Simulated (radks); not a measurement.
Results of a calculation; reference values are marked as such.
Question: Valence configurations of Cu3+ (all share [Ar]). Level of theory: scalar-relativistic Kohn-Sham, PBE, spin-unpolarised, spherical densities, finite nucleus; Fermi nuclear charge, rms radius 3.8823 fm (a radial shooting solver on a logarithmic mesh with Libxc functionals). Order these by energy: 3d7 4p1; 3d7 4s0.5 4p0.5; 3d6 4s2; 3d8; 3d4 4s1.5 4p2.5; 3d7.5 4s0.5; 3d6 4p2; 3d7.5 4p0.5; 3d6 4s1.5 4p0.5; 3d7 4s1.

Answer: From the lowest, in eV above it: 3d8 0.000; 3d7.5 4s0.5 7.828; 3d7.5 4p0.5 12.170; 3d7 4s1 17.018; 3d7 4s0.5 4p0.5 21.497; 3d7 4p1 25.995; 3d6 4s2 39.826; 3d6 4s1.5 4p0.5 44.582; 3d6 4p2 58.955; 3d4 4s1.5 4p2.5 132.26. NIST lists [Ar] 3d8 as the ground configuration; this level of theory agrees among the configurations tried. The energies are those of spherical spin-averaged densities, not of single terms.
